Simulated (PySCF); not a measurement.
Ligands exchanged one at a time, B CH3-NH2. Gas-phase values, no solvent. Strings in code marks are SMILES.

Level of theory: PBE-D3(BJ)/def2-TZVP // B3LYP-D3(BJ)/def2-TZVP (PySCF). All candidates: neutral, multiplicity 1. Excitations are Tamm–Dancoff values on a coarser integration grid. The basis has no diffuse functions, so Rydberg states are missing or too high.

| Property | Value |
|---|---|
| T1 excitation (TDA) | 6.22 eV |
| HOMO | -6.69 eV |
| S1 excitation (TDA) | 6.86 eV |

Which member has these values?
A. `CB(C)N`
B. `CB(C)C`
C. `NB(N)N`
D. `CB(N)N`

A, `CB(C)N`. The others give `NB(N)N`: 5.05 eV, -5.08 eV, 5.24 eV; `CB(N)N`: 5.32 eV, -5.34 eV, 5.52 eV; `CB(C)C`: 5.56 eV, -7.11 eV, 6.10 eV
